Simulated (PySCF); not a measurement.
**EPR parameters of C8H7Si**

Species: C8H7Si (doublet state).
Atom-mapped SMILES: `[CH:1]#[C:2][c:3]1[cH:4][cH:5][cH:6][c:7]([SiH2:8])[cH:9]1` (hydrogens: H10 on C1; H11 on C4; H12 on C5; H13 on C6; H14, H15 on Si8; H16 on C9)

Cartesian coordinates in Å at the GFN2-xTB level; atoms count from 1:
```xyz
16
C8H7Si angstrom
C      1.8917    3.2044   -0.0460
C      1.4126    2.1046   -0.0012
C      0.8507    0.8049    0.0552
C      1.6524   -0.2885    0.3997
C      1.0887   -1.5532    0.4574
C     -0.2487   -1.7400    0.1812
C     -1.0769   -0.6574   -0.1670
Si    -2.8518   -0.9031   -0.5726
C     -0.4940    0.6167   -0.2281
H      2.3100    4.1658   -0.0868
H      2.6998   -0.1385    0.6144
H      1.7052   -2.4008    0.7230
H     -0.6742   -2.7324    0.2369
H     -3.4622   -2.1979   -0.3478
H     -3.7108    0.2526   -0.7341
H     -1.0999    1.4718   -0.4956
```

The hyperfine couplings belong to this conformer and change with its torsions.

Level of theory: UKS B3LYP, pcH-1 on C H Si, non-relativistic, mean-field spin-orbit, GIAO (PySCF 2.14.0). Geometry: GFN2-xTB; no solvent, vibrations or thermal averaging. Couplings are sensitive to structure, and on GFN2-xTB geometries they can be far from those on DFT ones, by a factor of two or more for some ions and for spin on atoms past the first row. No stability test was run, so a lower SCF solution isn't excluded.

- g1, g2, g3: 2.00217, 2.00368, 2.00481
- g_iso: 2.00355
- Form of g: rhombic: the two nearest values differ by 43 % of g3 − g1
- ⟨S²⟩: 0.7610 (exact 0.7500)
- HOMO–LUMO gap, α and β orbitals: 3.62, 4.27 eV
- Total energy: -598.46639 Eh
- Basis functions: 305

Hyperfine couplings atom by atom, in G; T1 to T3 are the principal values of the dipolar part (MHz turned into gauss with g_iso; 10 G = 1 mT):

| atom | isotope | a_iso | of which spin–orbit | T1 | T2 | T3 | Mulliken spin population |
| --- | --- | --- | --- | --- | --- | --- | --- |
| C1 | 13C | -0.7 | 0.0 | -1.1 | 0.4 | 0.7 | -0.02 |
| C2 | 13C | 1.3 | 0.0 | -0.3 | 0.0 | 0.4 | 0.01 |
| C3 | 13C | -3.9 | 0.0 | -2.7 | 1.2 | 1.5 | -0.06 |
| C4 | 13C | 4.3 | 0.0 | -3.7 | -3.4 | 7.1 | 0.13 |
| C5 | 13C | -3.7 | 0.0 | -2.7 | 1.2 | 1.5 | -0.06 |
| C6 | 13C | 4.2 | 0.0 | -3.3 | -3.2 | 6.5 | 0.11 |
| C7 | 13C | -7.4 | 0.0 | -3.4 | 1.6 | 1.8 | -0.10 |
| Si8 | 29Si | -63.8 | 0.4 | -63.2 | 31.6 | 31.6 | 0.97 |
| C9 | 13C | 4.3 | 0.0 | -3.4 | -3.1 | 6.5 | 0.11 |
| H10 | 1H | 0.6 | 0.0 | -0.1 | -0.1 | 0.2 | 0.00 |
| H11 | 1H | -3.1 | 0.0 | -1.9 | -0.1 | 2.0 | -0.01 |
| H12 | 1H | 1.1 | 0.0 | -0.5 | -0.2 | 0.6 | 0.00 |
| H13 | 1H | -2.7 | 0.0 | -0.7 | -0.4 | 1.1 | -0.01 |
| H14 | 1H | -13.2 | 0.0 | -4.2 | 1.4 | 2.8 | -0.04 |
| H15 | 1H | -13.2 | 0.0 | -4.2 | 1.4 | 2.8 | -0.04 |
| H16 | 1H | -2.7 | 0.0 | -0.7 | -0.4 | 1.1 | -0.01 |

The Mulliken spin populations are largest on Si8 (+0.97), C4 (+0.13), C6 (+0.11) and C9 (+0.11). Si8 is the only atom above +0.15. The angles at Si8 add up to 357.6°, so it is nearly planar; its axial dipolar tensor and the negative couplings of its protons fit spin in a p orbital normal to that plane.

Axes: g1 is normal to the molecular plane and g3 points within 1° of the C5–C6 bond.

Under fast tumbling the dipolar parts average out, and these isotropic splittings remain: 2 × 1H (H14/H15, I = 1/2, 3 lines) with 1.32 mT, 1 × 1H (H11, I = 1/2, 2 lines) with 0.31 mT, 1 × 1H (H16, I = 1/2, 2 lines) with 0.27 mT, 1 × 1H (H13, I = 1/2, 2 lines) with 0.27 mT, 1 × 1H (H12, I = 1/2, 2 lines) with 0.11 mT and 1 × 1H (H10, I = 1/2, 2 lines) with 0.06 mT.

The 13C coupling of C7 (-20.6 MHz) shows only in satellite lines or after enrichment, since that isotope makes up about 1.07 % of natural carbon.

The 29Si coupling of Si8 (-178.9 MHz) shows only in satellite lines or after enrichment, since that isotope makes up about 4.7 % of natural silicon.

β density exceeds α density at some nuclei, such as C7 (-0.0184), C3 (-0.0098) and C5 (-0.0093), spin density in bohr⁻³. In a single determinant that takes different orbitals for the two spins, that is spin polarisation.
